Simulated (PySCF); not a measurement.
An unknown is described by computed data only.

Elements present: Al, C, F, H and N. Monoisotopic mass: 141.0534 u.

- Dipole: 9.23 D [CAM-B3LYP/def2-SVPD]
- Triplet: lowest triplet excitation (Tamm–Dancoff): 4.14 eV [TDA CAM-B3LYP/def2-SVPD]
- NMR, other nuclei: isotropic shieldings of nuclei other than C and H, by class: -27 (1 N), 489 (1 F), 416 (1 Al) ppm [GIAO PBE0/pcSseg-1]
- Rotational structure: rotational constants A, B, C: 3.370, 0.632, 0.607 GHz [PBE0-D3(BJ)/def2-SVP]
- Valence photoelectron: vertical ionisation energy: 8.93 eV [ΔSCF CAM-B3LYP/def2-SVPD]
- 1H NMR: chemical shifts (computed TMS as zero) by class: 8.99 (2 H), 8.02 (1 H), 7.58 (2 H), 4.52 (2 H), 4.35 (2 H) ppm [GIAO PBE0/pcSseg-1]
- UV, first state: lowest singlet excitation: 4.54 eV (273 nm, f = 0.044) [TDDFT CAM-B3LYP/def2-SVPD]
- 13C NMR: chemical shifts (computed TMS as zero) by class: 155.2 (2 C), 146.1 (1 C), 130.5 (2 C), 80.1 (1 C) ppm [GIAO PBE0/pcSseg-1]

Gas-phase values; electronic properties from PySCF, density fitting. Levels stand in brackets. Geometry: PBE0-D3(BJ)/def2-SVP, one conformer, isolated molecule. NMR classes are plain means over equivalent atoms (diastereotopic ones count apart unless rotation or inversion swaps them), as if these changed places fast.

Question: Which formula fits the mass and the elements?

Answer: C6H9AlFN (calculated 141.0534). No other formula that holds each of these elements comes within 0.0003 u with a fitting electron parity and a possible valence count.

Question: What is the compound? Reason from the data.

Answer: Numbering: `[F:1][CH2:2][AlH2-:3][n+:4]1[cH:5][cH:6][cH:7][cH:8][cH:9]1`. 6 carbons fall into 4 classes; from least to most shielded: aromatic CH next to a ring nitrogen [C5/C9] (155.2 ppm, 2 C), aromatic CH carbon [C7] (146.1 ppm), aromatic CH carbon [C6/C8] (130.5 ppm, 2 C), sp3 C–F carbon [C2] (80.1 ppm). Hydrogen classes from least to most shielded: 2 H on 2 like atoms (aromatic CH next to a ring nitrogen), C5/C9 (8.99 ppm), 1 H on an aromatic CH carbon, C7 (8.02 ppm), 2 H on 2 aromatic CH carbons, C6/C8 (7.58 ppm), 2 H on an aluminium bonded to C, N and 2 H, Al3 (4.52 ppm), 2 H on an sp3 C–F carbon, C2 (4.35 ppm). The other shieldings belong to: -27 ppm, nitrogen bonded to Al and 2 C [N4]; 489 ppm, alkyl fluorine [F1]; 416 ppm, aluminium bonded to C, N and 2 H [Al3]. S1 is mainly HOMO→LUMO (weight 0.98); the largest Löwdin shares of the orbital it empties are 0.37 on the sp3 C–F carbon, 0.20 on the alkyl fluorine, 0.19 on the aluminium bonded to C, N and 2 H and 0.06 on an Al–H hydrogen, of the orbital it fills 0.24 on an aromatic CH carbon, 0.21 on the nitrogen bonded to Al and 2 C and 0.12 on each of 2 atoms of one kind (aromatic CH next to a ring nitrogen). By its constants the optimised geometry is an asymmetric top. Structure: `c1ccc[n+]([AlH2-][CH2]F)c1`. The assignments are read from this structure; whether some other isomer fits the data as well wasn't checked.

Shape of the structure used: `[F:1][CH2:2][AlH2-:3][n+:4]1[cH:5][cH:6][cH:7][cH:8][cH:9]1`: F1–C2–Al3–N4 179°, C2–Al3–N4–C5 -83°.
